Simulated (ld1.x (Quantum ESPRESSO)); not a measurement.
Values are calculated unless marked as measured or tabulated.
# Potentials for Si compared

Generated with ld1.x 7.5 (TM, RRKJ, ultrasoft, PAW), atompaw 4.2 or ONCVPSP 4.0.1. The cutoff is in Ry: for ld1.x and atompaw files where the sum of valence levels is converged to 10 mRy in a Bessel basis, for ONCV files where the hardest occupied wave has 1 mHa per electron of residual kinetic energy. The error is the largest all-electron minus pseudo excitation energy over each file’s own four to seven test configurations (ionisations up to +4, promotions, holes and added fractions of an electron), all of which were solved. The labels leave out finer settings (local radius, basis sizes, second energies), which also bear on the numbers. Spin-polarised tests are not counted. The rows are a selection from randomly drawn settings: files with unsolved tests, undetermined cutoffs or missed reference levels are left out.

```csv
potential,cutoff (Ry),largest error (meV),bound ghosts
"TM, PBE, scalar-relativistic, rc 1.70/1.60 (sp), local smoothed, core correction no, reference 3s1.75 3p2.25",21,+73,none
"TM, PBE, scalar-relativistic, rc 1.80/2.40/2.55 (spd), local smoothed, core correction yes, reference 3s2 3p2",15,+48,none
"ultrasoft, PBEsol, non-relativistic, rc 2.10/1.90 (sp), local smoothed, core correction yes, reference 3s1.5 3p2.5",8,+17,none
"RRKJ, LDA (PZ), fully relativistic, rc 1.50/2.40 (sp), local smoothed, core correction no, reference 3s2 3p2",18,+261,none
```

(1) Fill in the row for Si: TM, PBE, scalar-relativistic, rc 1.40/1.60 (sp), local s, core correction no, reference 3s2 3p1.

(2) Fill in the row for Si: PAW, LDA (PZ), non-relativistic, rc 1.75/2.30 (sp), local smoothed, core correction yes, reference 3s2 3p2.

## Answers

(1) cutoff 35 Ry, largest error +67 meV, bound ghosts: none.

(2) cutoff 10 Ry, largest error -71 meV, bound ghosts: none.
